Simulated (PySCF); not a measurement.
Al+ (aluminium, charge +1) across methods

[Ne] 3s1 3p1, high-spin 3P determinant (an excited configuration). All numbers are calculated (PySCF 2.14, no relativity, point nucleus, in aug-cc-pV(Q+d)Z (7s6p5d3f2g, 89 functions)).

```tsv
method	E (hartree)	mean ε 2p β (eV)	mean ε 3s α (eV)	mean ε 3p α (eV)	Σ⟨r²⟩ (bohr²)	⟨S²⟩
PBE0	-241.8699	-84.178	-17.443	-11.524	18.99	2.000
LDA	-240.9234	-79.670	-16.314	-10.426	19.02	2.000
r2SCAN	-241.9591	-81.217	-16.487	-10.722	18.94	2.000
B97-3	-241.9517	-84.623	-17.415	-11.467	19.00	2.000
UHF	-241.54499	-96.942	-20.675	-14.195	19.25	2.000
BLYP	-241.9895	-79.613	-16.024	-10.265	18.94	2.000
TPSS	-241.9991	-79.957	-16.251	-10.593	18.96	2.000
PBE	-241.8445	-79.551	-16.222	-10.523	19.01	2.000
```

Task: Estimate the same row for revPBE.

Result: E (hartree) = -241.9339; mean ε 2p β (eV) = -79.502; mean ε 3s α (eV) = -16.178; mean ε 3p α (eV) = -10.537; Σ⟨r²⟩ (bohr²) = 19.02; ⟨S²⟩ = 2.000.
